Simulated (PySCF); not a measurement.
```xyz
3
charge 0 multiplicity 1, angstrom
As    0.4588    0.0000   -0.3899
S    -1.1262    0.0000    0.8933
H     1.6348    0.0000    0.6191
```

Computed with PBE0/[As def2-TZVP, S def2-TZVP, H def2-TZVP], no relativity, density fitting, PySCF.

This geometry of HAsS is a stationary point at this level.

What is the point group?

Cs.

Is it a minimum?

Yes: all harmonic wavenumbers are real.

What are the dipole moment and the gap between the highest occupied and lowest empty levels?

1.84 D and 3.11 eV.

Give the atomic charges and bond orders.


```csv
atom,Mulliken,Löwdin,polar tensor,Mayer order to As1
As1,0.21,0.12,0.48,–
S2,-0.27,-0.07,-0.32,2.10
H3,0.05,-0.05,-0.16,0.92
```

Other isomers or separated fragments may lie lower.
